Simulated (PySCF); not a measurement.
# How the method moves the HOMO and LUMO of `C[S+](C)[BH2-]Cl`

Compound: C₂H₈BClS.
Structure used (PBE0-D3(BJ)/def2-SVP), in Å, numbered top down from 1:
```xyz
13
C2H8BClS angstrom
C     -1.4875   -1.0653   -1.2060
S     -0.6419   -0.0651    0.0275
C     -1.1244    1.5873   -0.4946
B      1.2516   -0.1814   -0.5047
Cl     1.3755    0.2828   -2.2899
H     -2.5704   -0.8999   -1.1333
H     -1.0982   -0.8065   -2.2010
H     -1.2541   -2.1133   -0.9762
H     -2.2161    1.6879   -0.4353
H     -0.6471    2.2901    0.2008
H     -0.7506    1.7614   -1.5138
H      1.5069   -1.3494   -0.2870
H      1.7783    0.6185    0.2437
```

Basis pcSseg-1 throughout (PySCF), one geometry. The structure is a single PBE0-D3(BJ)/def2-SVP conformer in the gas phase; no vibrational or solvent corrections.

Task: How do the orbital energies, the gap and the dipole change with the method?

Result: 
```json
{"method": "BLYP", "kind": "GGA", "HOMO (eV)": "-5.98", "LUMO (eV)": "-0.54", "gap (eV)": "5.43", "μ (D)": "5.08", "SCF cycles": "14"}
{"method": "OPBE", "kind": "GGA", "HOMO (eV)": "-6.11", "LUMO (eV)": "-0.60", "gap (eV)": "5.51", "μ (D)": "5.16", "SCF cycles": "14"}
{"method": "PBE", "kind": "GGA", "HOMO (eV)": "-6.13", "LUMO (eV)": "-0.68", "gap (eV)": "5.45", "μ (D)": "5.10", "SCF cycles": "14"}
{"method": "B97-D", "kind": "GGA", "HOMO (eV)": "-6.13", "LUMO (eV)": "-0.58", "gap (eV)": "5.55", "μ (D)": "5.13", "SCF cycles": "14"}
{"method": "KT3", "kind": "GGA", "HOMO (eV)": "-6.24", "LUMO (eV)": "-0.76", "gap (eV)": "5.48", "μ (D)": "5.09", "SCF cycles": "14"}
{"method": "KT2", "kind": "GGA", "HOMO (eV)": "-6.25", "LUMO (eV)": "-0.78", "gap (eV)": "5.47", "μ (D)": "5.04", "SCF cycles": "14"}
{"method": "LDA", "kind": "LDA", "HOMO (eV)": "-6.25", "LUMO (eV)": "-0.84", "gap (eV)": "5.40", "μ (D)": "5.07", "SCF cycles": "13"}
{"method": "BP86", "kind": "GGA", "HOMO (eV)": "-6.25", "LUMO (eV)": "-0.75", "gap (eV)": "5.50", "μ (D)": "5.11", "SCF cycles": "14"}
{"method": "B3LYP", "kind": "global hybrid", "HOMO (eV)": "-7.23", "LUMO (eV)": "0.08", "gap (eV)": "7.31", "μ (D)": "5.21", "SCF cycles": "12"}
{"method": "B97-2", "kind": "global hybrid", "HOMO (eV)": "-7.24", "LUMO (eV)": "0.26", "gap (eV)": "7.50", "μ (D)": "5.25", "SCF cycles": "12"}
{"method": "PBE0", "kind": "global hybrid", "HOMO (eV)": "-7.49", "LUMO (eV)": "0.31", "gap (eV)": "7.80", "μ (D)": "5.25", "SCF cycles": "12"}
{"method": "mPW1PW91", "kind": "global hybrid", "HOMO (eV)": "-7.52", "LUMO (eV)": "0.31", "gap (eV)": "7.83", "μ (D)": "5.26", "SCF cycles": "12"}
{"method": "BHandHLYP", "kind": "global hybrid", "HOMO (eV)": "-8.72", "LUMO (eV)": "1.36", "gap (eV)": "10.09", "μ (D)": "5.35", "SCF cycles": "11"}
{"method": "CAM-B3LYP", "kind": "range-separated hybrid", "HOMO (eV)": "-8.84", "LUMO (eV)": "1.44", "gap (eV)": "10.28", "μ (D)": "5.30", "SCF cycles": "11"}
{"method": "wB97X-D", "kind": "range-separated hybrid", "HOMO (eV)": "-9.40", "LUMO (eV)": "2.11", "gap (eV)": "11.51", "μ (D)": "5.32", "SCF cycles": "12"}
{"method": "LC-wPBE", "kind": "range-separated hybrid", "HOMO (eV)": "-10.26", "LUMO (eV)": "2.65", "gap (eV)": "12.91", "μ (D)": "5.40", "SCF cycles": "13"}
{"method": "HF", "kind": "Hartree–Fock", "HOMO (eV)": "-10.71", "LUMO (eV)": "3.71", "gap (eV)": "14.42", "μ (D)": "5.54", "SCF cycles": "10"}
```

The HOMO spans 4.73 eV, from BLYP down to HF, and the gap runs from 5.40 eV (LDA) to 14.42 eV (HF). Over the methods BLYP (0 %), OPBE (0 %), PBE (0 %), B97-D (0 %), KT3 (0 %), KT2 (0 %), LDA (0 %), BP86 (0 %), B3LYP (20 %), B97-2 (21 %), PBE0 (25 %), mPW1PW91 (25 %), BHandHLYP (50 %), HF (100 %), a straight line through the gap against the share of exact exchange rises by 0.90 eV for each 10 % (correlation coefficient 1.000). The dipole ranges from 5.04 D (KT2) to 5.54 D (HF). This basis has no diffuse functions.
